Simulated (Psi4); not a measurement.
C₆H₁₆N₂, charge -1, doublet, at the geometry of the source list (a state made from the parent by changing its charge; the spin is typed, not shown lowest) (a gas-phase anion, which may not be bound at this level); HF/STO-3G (Psi4).

Psi4 was given this input:
```
memory 2 GB

molecule mol {
-1 2
  C     2.412400   -1.094600    0.977500
  N     1.349800   -0.273000    0.441000
  C     1.867600    0.933700   -0.167300
  C     0.517000   -1.040200   -0.465100
  C    -0.680000   -0.258300   -1.018100
  N    -1.306500    0.617900   -0.047100
  C    -1.761900   -0.091700    1.129200
  C    -2.377300    1.374500   -0.657800
  H     2.981000   -0.512400    1.701300
  H     1.982000   -1.956000    1.488400
  H     3.104700   -1.462300    0.201100
  H     1.034900    1.591900   -0.399300
  H     2.444900    0.732100   -1.085200
  H     2.518300    1.437400    0.546300
  H     0.158200   -1.913500    0.087100
  H     1.096800   -1.414600   -1.332200
  H    -0.352300    0.367100   -1.853400
  H    -1.399600   -0.997500   -1.423000
  H    -0.898000   -0.501000    1.645300
  H    -2.261200    0.611800    1.794300
  H    -2.466600   -0.905100    0.887700
  H    -3.195900    0.735800   -1.031000
  H    -1.982700    1.949800   -1.495500
  H    -2.785800    2.068200    0.075700
}

set basis sto-3g
set reference uhf

energy('scf')
print_variables()
```

**Question.** Write the output that Psi4 gives for this input, abridged.

**Answer.** 
```
   => Loading Basis Set <=

    Name: STO-3G
    Role: ORBITAL
    Keyword: BASIS

         ---------------------------------------------------------
                                   SCF
               by Justin Turney, Rob Parrish, Andy Simmonett
                          and Daniel G. A. Smith
                              UHF Reference
         ---------------------------------------------------------

  ==> Geometry <==

    Molecular point group: c1
    Full point group: C1

    Geometry (in Angstrom), charge = -1, multiplicity = 2:

       Center              X                  Y                   Z               Mass
    ------------   -----------------  -----------------  -----------------  -----------------
         C            2.409657704873    -1.116479047333     0.952504980558    12.000000000000
         N            1.347057704873    -0.294879047333     0.416004980558    14.003074004430
         C            1.864857704873     0.911820952667    -0.192295019442    12.000000000000
         C            0.514257704873    -1.062079047333    -0.490095019442    12.000000000000
         C           -0.682742295127    -0.280179047333    -1.043095019442    12.000000000000
         N           -1.309242295127     0.596020952667    -0.072095019442    14.003074004430
         C           -1.764642295127    -0.113579047333     1.104204980558    12.000000000000
         C           -2.380042295127     1.352620952667    -0.682795019442    12.000000000000
         H            2.978257704873    -0.534279047333     1.676304980558     1.007825032230
         H            1.979257704873    -1.977879047333     1.463404980558     1.007825032230
         H            3.101957704873    -1.484179047333     0.176104980558     1.007825032230
         H            1.032157704873     1.570020952667    -0.424295019442     1.007825032230
         H            2.442157704873     0.710220952667    -1.110195019442     1.007825032230
         H            2.515557704873     1.415520952667     0.521304980558     1.007825032230
         H            0.155457704873    -1.935379047333     0.062104980558     1.007825032230
         H            1.094057704873    -1.436479047333    -1.357195019442     1.007825032230
         H           -0.355042295127     0.345220952667    -1.878395019442     1.007825032230
         H           -1.402342295127    -1.019379047333    -1.447995019442     1.007825032230
[...]
   @DF-UHF iter   9:  -340.69699882681675   -3.77369e-07   1.77068e-06 DIIS
   @DF-UHF iter  10:  -340.69699885071168   -2.38949e-08   8.91639e-07 DIIS
  Energy and wave function converged.

  ==> Post-Iterations <==

   @Spin Contamination Metric:   6.211046521E-03
   @S^2 Expected:                7.500000000E-01
   @S^2 Observed:                7.562110465E-01
   @S   Expected:                5.000000000E-01
   @S   Observed:                5.000000000E-01

    Orbital Energies [Eh]
    ---------------------

    Alpha Occupied:

[...]
      34A      0.493764

    Alpha Virtual:

[...]
      56A      1.074937

    Beta Occupied:

[...]
    Beta Virtual:

[...]
    Final Occupation by Irrep:
              A
    DOCC [    33 ]
    SOCC [     1 ]
    NA   [    34 ]
    NB   [    33 ]

  @DF-UHF Final Energy:  -340.69699885071168

   => Energetics <=

    Nuclear Repulsion Energy =            428.4647751297063110
    One-Electron Energy =               -1327.8172641046539866
    Two-Electron Energy =                 558.6554901242359392
    Total Energy =                       -340.6969988507116796

  UHF NO Occupations:
  HONO-2 :   32  A 1.9991047
  HONO-1 :   33  A 1.9989301
  HONO-0 :   34  A 1.0000000
  LUNO+0 :   35  A 0.0010699
  LUNO+1 :   36  A 0.0008953
  LUNO+2 :   37  A 0.0003251
  LUNO+3 :   38  A 0.0002314

Computation Completed

Properties will be evaluated at   0.000000,   0.000000,   0.000000 [a0]

Properties computed using the SCF density matrix

 Multipole Moments:

 ------------------------------------------------------------------------------------
     Multipole            Electronic (a.u.)      Nuclear  (a.u.)        Total (a.u.)
 ------------------------------------------------------------------------------------

 L = 1.  Multiply by 2.5417464519 to convert [e a0] to [Debye]
 Dipole X            :          0.0923337           -0.0612110            0.0311227
 Dipole Y            :          0.7298729           -0.4868258            0.2430471
 Dipole Z            :          0.8343186           -0.5562811            0.2780375
 Magnitude           :                                                    0.3706013

 ------------------------------------------------------------------------------------

  Variable Map:
  ----------------------------------------------------------------------------
[...]
  Array Variable Map:
  ----------------------------------------------------------------------------
[...]
[...]
```
